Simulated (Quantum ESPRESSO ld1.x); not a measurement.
The molybdenum ion Mo2+, configuration [Kr] 4d4.

Calculated with ld1.x of Quantum ESPRESSO 7.5: scalar-relativistic Kohn-Sham, LDA (Slater exchange, Perdew-Wang correlation), spin-polarised, spherical densities, point nucleus; open shells are filled with parallel spins first.

Energy parts (hartree):
part                      energy
total                 -4043.6741
kinetic                4168.2270
electron-nucleus      -9722.8691
Hartree                1629.7758
exchange-correlation   -118.8078

Orbitals (lengths in bohr, moments of r in powers of bohr; r(max) is where P^2 peaks; r(90%) holds 90 % of the orbital's charge):
orbital  occ.  eigenvalue (hartree)   <1/r>   r(max)  r(90%)
1s down     1             -728.1342   43.50  0.02290  0.0631
1s up       1             -728.1341   43.50  0.02290  0.0631
2s up       1             -103.4516   9.792   0.1298   0.238
2s down     1             -103.4349   9.793   0.1298   0.238
2p up       3              -92.6238   9.528   0.1036   0.218
2p down     3              -92.6109   9.528   0.1036   0.218
3s up       1              -18.1523   3.360   0.3841   0.635
3s down     1              -18.1403   3.360   0.3841   0.635
3p up       3              -14.6054   3.198   0.3774   0.652
3p down     3              -14.5924   3.199   0.3774   0.652
3d up       5               -8.8166   2.967   0.3219   0.665
3d down     5               -8.7990   2.968   0.3220   0.664
4s up       1               -3.0763   1.236   0.9879    1.61
4s down     1               -2.9899   1.243   0.9840    1.60
4p up       3               -2.1248   1.095    1.070    1.82
4p down     3               -2.0316   1.102    1.064    1.82
4d up       4               -0.8094  0.7715    1.353    2.69
4d down     0               -0.7123  0.7645    1.346    2.77

The highest occupied level is 4d up at -22.026 eV. The density falls to 0.001 e/bohr^3 at r = 3.58 bohr. Spin moment in Bohr magnetons: 4. Summed over all electrons, <r^2> = 31.08 bohr^2, which gives a Langevin (diamagnetic) susceptibility term of -24.6 x 10^-6 cm^3/mol.
